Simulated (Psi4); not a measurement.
Approach curve of the dimer HBr ··· BCl3 (SMILES Br and ClB(Cl)Cl). Monomers: optimised at B3LYP-D3(BJ) (def2-TZVP), held rigid. Orientation: a random orientation, not optimised. Only R, the distance of the centres of mass, is varied, so the lowest point isn't the relaxed dimer.

Geometry at R = 5.48 Å (first 2 atoms: monomer A):
```
6

Br     0.7124     0.0000     0.0000
H     -0.7124     0.0000     0.0000
Cl     1.7658    -3.6574    -0.9688
B      1.2820    -5.3192    -1.1927
Cl     2.2160    -6.6042    -0.4702
Cl    -0.1353    -5.6960    -2.1388
```

Levels of theory: PBE0/def2-TZVP, counterpoise-corrected (Psi4); SAPT0/jun-cc-pVDZ, frozen core (Psi4).

Interaction energies in kcal/mol:

| R / Å | PBE0/def2-TZVP |
|---|---|
| 4.86 | 1.81 |
| 5.07 | 0.70 |
| 5.24 | 0.25 |
| 5.48 | -0.04 |
| 5.64 | -0.11 |
| 5.87 | -0.13 |
| 6.18 | -0.12 |
| 6.46 | -0.09 |
| 6.95 | -0.04 |
| 7.64 | -0.02 |
| 8.70 | -0.01 |
| 9.97 | 0.00 |

Predict the corresponding SAPT0/jun-cc-pVDZ column.

4.86: 2.00; 5.07: 0.73; 5.24: 0.22; 5.48: -0.09; 5.64: -0.17; 5.87: -0.19; 6.18: -0.18; 6.46: -0.14; 6.95: -0.09; 7.64: -0.05; 8.70: -0.02; 9.97: -0.01 (kcal/mol).
